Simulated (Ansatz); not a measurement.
Harmonic vibrations of CH$_{6}$AlBFNO by finite differences.

```yaml
crystal:
  periodic: [false, false, false]
  atoms:
    - {symbol: B, position_ang: [-1.370587, -1.417560, 1.434842]}
    - {symbol: Al, position_ang: [0.468664, -0.591101, 0.763903]}
    - {symbol: O, position_ang: [0.619928, 1.213883, 0.749701]}
    - {symbol: C, position_ang: [0.481839, 1.430974, -0.548229]}
    - {symbol: N, position_ang: [0.448912, 0.076741, -1.193930]}
    - {symbol: F, position_ang: [-0.736107, 2.010566, -0.865758]}
    - {symbol: H, position_ang: [-1.734037, -1.349314, 2.577477]}
    - {symbol: H, position_ang: [-2.137527, -2.008384, 0.720734]}
    - {symbol: H, position_ang: [1.852748, -1.372410, 0.923284]}
    - {symbol: H, position_ang: [1.249189, 2.077404, -0.993604]}
    - {symbol: H, position_ang: [1.288958, -0.111837, -1.729181]}
    - {symbol: H, position_ang: [-0.355079, -0.014162, -1.805138]}
basis:
  gaussian: {orbitals: def2-TZVP}
hamiltonian: {xc: pbe0, dispersion: d4}
phonons: {temperatures: {t_min: 298.15, t_max: 900, t_step: 200}}
```

```sh
$ ansatz run in.yaml --threads 4 --pin off --events-out ev --progress --plain
```

Output, abridged:

```
Functional definition: PBE0
  name "PBE0"
  cite "Adamo & Barone, J. Chem. Phys. 110, 6158 (1999) doi:10.1063/1.478522"
  cite "Perdew, Burke & Ernzerhof, Phys. Rev. Lett. 77, 3865 (1996) doi:10.1103/PhysRevLett.77.3865"
  parent pbe
  parameter a = 0.25
  parameter kappa = 0.804
  parameter beta = 0.06672455060314922
  exchange = (1 - a)*pbe_x(kappa = kappa, mu = beta*pi^2/3) + a*exact_x
  correlation = pbe_c(beta = beta)
mean field -14654.01468693 eV, -538.5251068967 hartree, gradient 4.7e-5 eV, S^2 0.000000; 0 other end points of the search recorded, 0 dependent functions left out
the calculation of the forces begins
these checks for a lower state are left out or cut short: stability, starts, cluster_reference, orbital_swaps, neighbouring_geometries, increment
mean field -14654.01458590 eV, -538.5251031839 hartree, gradient 2.0e-6 eV, S^2 0.000000; 0 other end points of the search recorded, 0 dependent functions left out
the calculation of the forces begins
these checks for a lower state are left out or cut short: stability, starts, cluster_reference, orbital_swaps, neighbouring_geometries, increment
mean field -14654.01464328 eV, -538.5251052927 hartree, gradient 2.0e-6 eV, S^2 0.000000; 0 other end points of the search recorded, 0 dependent functions left out
the calculation of the forces begins
these checks for a lower state are left out or cut short: stability, starts, cluster_reference, orbital_swaps, neighbouring_geometries, increment
mean field -14654.01461393 eV, -538.5251042142 hartree, gradient 2.0e-6 eV, S^2 0.000000; 0 other end points of the search recorded, 0 dependent functions left out
the calculation of the forces begins
these checks for a lower state are left out or cut short: stability, starts, cluster_reference, orbital_swaps, neighbouring_geometries, increment
mean field -14654.01467462 eV, -538.5251064446 hartree, gradient 2.0e-6 eV, S^2 0.000000; 0 other end points of the search recorded, 0 dependent functions left out
the calculation of the forces begins
these checks for a lower state are left out or cut short: stability, starts, cluster_reference, orbital_swaps, neighbouring_geometries, increment
mean field -14654.01461664 eV, -538.5251043136 hartree, gradient 2.0e-6 eV, S^2 0.000000; 0 other end points of the search recorded, 0 dependent functions left out
the calculation of the forces begins
these checks for a lower state are left out or cut short: stability, starts, cluster_reference, orbital_swaps, neighbouring_geometries, increment
mean field -14654.01456231 eV, -538.5251023169 hartree, gradient 2.0e-6 eV, S^2 0.000000; 0 other end points of the search recorded, 0 dependent functions left out
the calculation of the forces begins
these checks for a lower state are left out or cut short: stability, starts, cluster_reference, orbital_swaps, neighbouring_geometries, increment
mean field -14654.01462351 eV, -538.5251045662 hartree, gradient 2.0e-6 eV, S^2 0.000000; 0 other end points of the search recorded, 0 dependent functions left out
the calculation of the forces begins
these checks for a lower state are left out or cut short: stability, starts, cluster_reference, orbital_swaps, neighbouring_geometries, increment
mean field -14654.01461810 eV, -538.5251043674 hartree, gradient 2.0e-6 eV, S^2 0.000000; 0 other end points of the search recorded, 0 dependent functions left out
[...]
the calculation of the forces begins
these checks for a lower state are left out or cut short: stability, starts, cluster_reference, orbital_swaps, neighbouring_geometries, increment
mean field -14654.01458062 eV, -538.5251029901 hartree, gradient 2.0e-6 eV, S^2 0.000000; 0 other end points of the search recorded, 0 dependent functions left out
the calculation of the forces begins
these checks for a lower state are left out or cut short: stability, starts, cluster_reference, orbital_swaps, neighbouring_geometries, increment
mean field -14654.01466967 eV, -538.5251062624 hartree, gradient 2.0e-6 eV, S^2 0.000000; 0 other end points of the search recorded, 0 dependent functions left out
the calculation of the forces begins
these checks for a lower state are left out or cut short: stability, starts, cluster_reference, orbital_swaps, neighbouring_geometries, increment
mean field -14654.01467045 eV, -538.5251062910 hartree, gradient 2.0e-6 eV, S^2 0.000000; 0 other end points of the search recorded, 0 dependent functions left out
the calculation of the forces begins
these checks for a lower state are left out or cut short: stability, starts, cluster_reference, orbital_swaps, neighbouring_geometries, increment
mean field -14654.01463352 eV, -538.5251049341 hartree, gradient 2.0e-6 eV, S^2 0.000000; 0 other end points of the search recorded, 0 dependent functions left out
the calculation of the forces begins
these checks for a lower state are left out or cut short: stability, starts, cluster_reference, orbital_swaps, neighbouring_geometries, increment
mean field -14654.01464763 eV, -538.5251054527 hartree, gradient 2.0e-6 eV, S^2 0.000000; 0 other end points of the search recorded, 0 dependent functions left out
the calculation of the forces begins
these checks for a lower state are left out or cut short: stability, starts, cluster_reference, orbital_swaps, neighbouring_geometries, increment
mean field -14654.01458981 eV, -538.5251033275 hartree, gradient 2.0e-6 eV, S^2 0.000000; 0 other end points of the search recorded, 0 dependent functions left out
the calculation of the forces begins
these checks for a lower state are left out or cut short: stability, starts, cluster_reference, orbital_swaps, neighbouring_geometries, increment
mean field -14654.01459600 eV, -538.5251035552 hartree, gradient 2.0e-6 eV, S^2 0.000000; 0 other end points of the search recorded, 0 dependent functions left out
the calculation of the forces begins
these checks for a lower state are left out or cut short: stability, starts, cluster_reference, orbital_swaps, neighbouring_geometries, increment
mean field -14654.01467223 eV, -538.5251063564 hartree, gradient 2.0e-6 eV, S^2 0.000000; 0 other end points of the search recorded, 0 dependent functions left out
the calculation of the forces begins
these checks for a lower state are left out or cut short: stability, starts, cluster_reference, orbital_swaps, neighbouring_geometries, increment
mean field -14654.01467439 eV, -538.5251064358 hartree, gradient 2.0e-6 eV, S^2 0.000000; 0 other end points of the search recorded, 0 dependent functions left out
the calculation of the forces begins
these checks for a lower state are left out or cut short: stability, starts, cluster_reference, orbital_swaps, neighbouring_geometries, increment
mean field -14654.01462387 eV, -538.5251045795 hartree, gradient 2.0e-6 eV, S^2 0.000000; 0 other end points of the search recorded, 0 dependent functions left out
the calculation of the forces begins
these checks for a lower state are left out or cut short: stability, starts, cluster_reference, orbital_swaps, neighbouring_geometries, increment
mean field -14654.01463664 eV, -538.5251050485 hartree, gradient 2.0e-6 eV, S^2 0.000000; 0 other end points of the search recorded, 0 dependent functions left out
the calculation of the forces begins
Total energy: -14654.21757501 eV, -538.5325628961 hartree
Atom 0 at    -1.370587    -1.417560     1.434842 Å, force     0.000139     0.000336     0.000036 eV/Å
Atom 1 at     0.468664    -0.591101     0.763903 Å, force    -0.000550    -0.000574     0.001675 eV/Å
Atom 2 at     0.619928     1.213883     0.749701 Å, force    -0.000098     0.000764    -0.000388 eV/Å
Atom 3 at     0.481839     1.430974    -0.548229 Å, force     0.000870    -0.001108    -0.001539 eV/Å
Atom 4 at     0.448912     0.076741    -1.193930 Å, force    -0.001223     0.000055    -0.001162 eV/Å
Atom 5 at    -0.736107     2.010566    -0.865758 Å, force     0.001230    -0.000992     0.000697 eV/Å
Atom 6 at    -1.734037    -1.349314     2.577477 Å, force    -0.000122    -0.000391    -0.000760 eV/Å
Atom 7 at    -2.137527    -2.008384     0.720734 Å, force     0.000033     0.000111     0.000107 eV/Å
Atom 8 at     1.852748    -1.372410     0.923284 Å, force    -0.000165     0.000564    -0.000754 eV/Å
Atom 9 at     1.249189     2.077404    -0.993604 Å, force    -0.000012     0.001116     0.000468 eV/Å
Atom 10 at     1.288958    -0.111837    -1.729181 Å, force    -0.001146     0.000757     0.000528 eV/Å
Atom 11 at    -0.355079    -0.014162    -1.805138 Å, force     0.001044    -0.000637     0.001092 eV/Å
Dipole moment:     0.205116    -0.139832    -0.803494 e Å
Vibrations: 39.97 119.69 137.75 174.54 349.55 418.01 448.48 455.35 537.23 545.99 606.97 670.67 699.88 758.84 851.52 900.74 968.55 1024.94 1161.43 1196.54 1271.87 1365.03 1383.11 1609.49 1872.83 2546.17 2615.81 3041.55 3523.93 3611.02 cm⁻¹, zero-point energy 2.163988 eV
```

Hardware: 4 threads of a server CPU on a shared host. Wall time 2.1 min, peak host memory 0.73 GiB.
